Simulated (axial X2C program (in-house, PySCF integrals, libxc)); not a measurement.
**Correcting the dissociation energy of AgGe for spin–orbit coupling**

A spin-free PBE0 curve (one-electron X2C) was computed with an axial X2C code built on PySCF integrals, basis Ag dyall-cv3z [12s12p8d5f3g], Ge dyall-cv3z [9s9p7d4f1g] (cores contracted in-house), for the state M_S = 1/2, Λ = 1 (beyond evenly filled blocks: π+α). It gives D0 = 1.636 eV to Ag + Ge, which in a spin-free picture are the weighted means of the ground terms.

Measured levels of the ground terms (NIST Handbook of Basic Atomic Spectroscopic Data), in cm⁻¹: Ag 2S: J = 1/2 at 0; Ge 3P: J = 0 at 0, J = 1 at 557.1, J = 2 at 1410.

The two components of the molecular doublet are 1008 cm⁻¹ apart in the PBE0 2c search (Ω = 1/2 lower), so the lower one lies 504 cm⁻¹ under their mean.

Problem. How far does each ground level lie under the (2J+1)-weighted mean of its term?

Solution. Ag: a single level, 0; Ge: (1 × 0 + 3 × 557.1 + 5 × 1410)/9 = 969 cm⁻¹.

Problem. Correct D0.

Solution. D0 = 1.636 + (504 − 969)/8065.5 = 1.578 eV at PBE0 with these spin–orbit terms.

Second-order spin–orbit effects in the molecule, which grow quickly with Z, are left out. Occupations by symmetry block were frozen at the best pattern of an incomplete PBE0 search. De is counted from the lowest determinant-based energies of the atoms at the same level, without counterpoise correction. Without a current term, density functionals place determinants with orbital angular momentum somewhat too high.
